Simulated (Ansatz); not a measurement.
Diatomic BeCl, multiplicity 2 (the spin of the measured ground state).

D_e counts from the fitted minimum to each atom's lowest state at the same level, without counterpoise.

Correlated levels freeze the inner cores; with def2 sets outer-core shells near the valence are correlated too.

Codes used: Ansatz (a quantum-chemistry and plane-wave program) with Gaussian orbitals. Values without a source in brackets are computed.

| level | bond energy D_e (kJ/mol) |
|---|---|
| SVWN5/def2-TZVPP | 454.8 |
| r2SCAN/def2-TZVPP | ___ |
| B97M-V/def2-TZVPP | 389.3 |
| BHLYP/def2-TZVPP | 380.4 |
| CAM-B3LYP/def2-TZVPP | 391.6 |
| wB97M-V/def2-TZVPP | 379.9 |
| B2PLYP/def2-TZVPP | 388.0 |
| CCSD/def2-QZVPP | ___ |
| CCSD(T)/def2-QZVPP | 376.3 |

Task: Complete the blanks.

Result: 
- r2SCAN/def2-TZVPP, bond energy D_e (kJ/mol): 426.1
- CCSD/def2-QZVPP, bond energy D_e (kJ/mol): 366.0
